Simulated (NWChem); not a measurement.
# BHSF$_{2}$; SMILES SB(F)F

```xyz
5

B      0.0093    -0.4739     0.0000
F      1.1384    -1.1626     0.0000
F     -1.1406    -1.1309     0.0000
S      0.0876     1.3399     0.0000
H     -1.2473     1.5335     0.0000
```
Atoms are numbered in this order, from 1.

Results from NWChem. Pople sets run with spherical d functions. Coordinates come from a B3LYP/6-31G* (spherical d) optimisation. Field at 589 nm.

For level B3LYP/def2-SVPD:

- isotropic polarisability (bohr³) = 37.2
- anisotropy (bohr³) = 11.2

**Question.** What are these values for level B3LYP/6-31G*?

**Answer.** 
- isotropic polarisability (bohr³) = 27.0
- anisotropy (bohr³) = 15.8
